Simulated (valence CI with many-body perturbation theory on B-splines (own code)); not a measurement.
Values are calculated unless marked as measured or tabulated.
# Run record, Kr XXIV

The program does CI of the valence electrons with many-body perturbation theory for a frozen closed Dirac-Fock core.

Command, and the settings that its task file holds:

```sh
python run_cv.py task.json out
```

```
atom Kr  Z=36  mass_number=84  rms_radius_fm=4.1884
core [Ne]
valence 3s2 3p1
avg = 1
basis = S
breit = 1
cap = 10000
capref = 1200
cscale = 1
de = 0.0
dress = 0
eps = 2e-08
extrap = 1
h = 0.27
hh = 1
l2 = 3
lcore = 6
maxit = 60
n2 = 5
natural = 1
nlev = 21
nno = [3, 3, 3, 2, 1]
nroot = 26
ns = 4
nsp = [3, 3, 2, 1, 0]
pt2 = 1
qed = 1
rpa = 1
s1 = 1
s2 = 1
s3 = 1
screen = 1
tol = 2e-05
whole = 1
```

Log. The first blocks belong to the next ion, which gives the ionisation energy. Fields: 2J, parity (1 odd), roots, reference size, generating configurations, candidates as configurations/state functions, variational space P, stored matrix elements, Davidson steps; e2 is the range of second-order energies in hartree. The first line gives the box (bohr), its intervals, the orbitals and the steps of their self-consistent field. Window is the range of levels sought, series limit the energy at which the first omitted orbital would enter, core excitation an estimate of the first excitation out of the core, left out the lowest levels not solved, and shifts from estimates the range by which levels moved from their first estimate, all in cm⁻¹.

```
rmax 3.5 intervals 58 orbitals 36 references ['3s2 3p', '3s 3p2', '3s2 3d', '3p3', '3s 3p 3d'] scf 4 t 0.6
2J=0 par=0 roots 2 ref 15 generators 4 cand 92/92 P 107/107 nnz 0 it 0
   second order: generators 8 cand 0/0 e2 -0.00000 -0.00000
reference levels 468, estimated 47, window 1235991 1/cm; series limit 5835072, core excitation 13384134
2J=1 par=1 roots 4 ref 37 generators 9 cand 14/22 P 1023/1514 nnz 0 it 2
2J=1 par=1 roots 4 ref 37 generators 11 cand 86/140 P 1109/1654 nnz 0 it 4
   second order: generators 18 cand 731/1083 e2 -0.00000 -0.00000
2J=3 par=1 roots 7 ref 60 generators 13 cand 33/81 P 1199/2460 nnz 0 it 3
2J=3 par=1 roots 7 ref 60 generators 14 cand 83/215 P 1282/2675 nnz 1.2e+06 it 4
   second order: generators 21 cand 764/1704 e2 -0.00000 -0.00000
2J=1 par=0 roots 4 ref 48 generators 10 cand 117/179 P 991/1465 nnz 0 it 4
2J=1 par=0 roots 4 ref 48 generators 11 cand 95/155 P 1086/1620 nnz 0 it 5
   second order: generators 18 cand 748/1135 e2 -0.00000 -0.00000
2J=3 par=0 roots 5 ref 73 generators 11 cand 72/156 P 1132/2289 nnz 0 it 4
2J=3 par=0 roots 5 ref 73 generators 15 cand 145/330 P 1277/2619 nnz 1.1e+06 it 5
   second order: generators 23 cand 749/1757 e2 -0.00000 -0.00000
2J=5 par=0 roots 4 ref 71 generators 12 cand 72/183 P 1164/2493 nnz 0 it 4
2J=5 par=0 roots 4 ref 71 generators 13 cand 146/390 P 1310/2883 nnz 1.4e+06 it 4
   second order: generators 19 cand 756/2119 e2 -0.00000 -0.00000
2J=5 par=1 roots 5 ref 55 generators 10 cand 40/107 P 1169/2606 nnz 1.2e+06 it 3
2J=5 par=1 roots 5 ref 55 generators 12 cand 95/280 P 1264/2886 nnz 1.4e+06 it 4
   second order: generators 19 cand 807/2088 e2 -0.00000 -0.00000
2J=7 par=1 roots 3 ref 36 generators 6 cand 91/242 P 1017/2193 nnz 0 it 4
2J=7 par=1 roots 3 ref 36 generators 9 cand 58/182 P 1075/2375 nnz 0 it 4
   second order: generators 16 cand 1035/2780 e2 -0.00000 -0.00000
2J=9 par=1 roots 1 ref 14 generators 1 cand 156/326 P 633/1239 nnz 0 it 0
2J=9 par=1 roots 1 ref 14 generators 3 cand 89/200 P 722/1439 nnz 0 it 4
   second order: generators 7 cand 438/1093 e2 -0.00000 -0.00000
left out: unestimated 1793176, estimated 1314152, shifts from estimates -1 to 0
```

Question: What became of the run, and why?

Answer: It gave no result: the setting left no core shell for the response of the core. The program said: "need at least one array to concatenate".
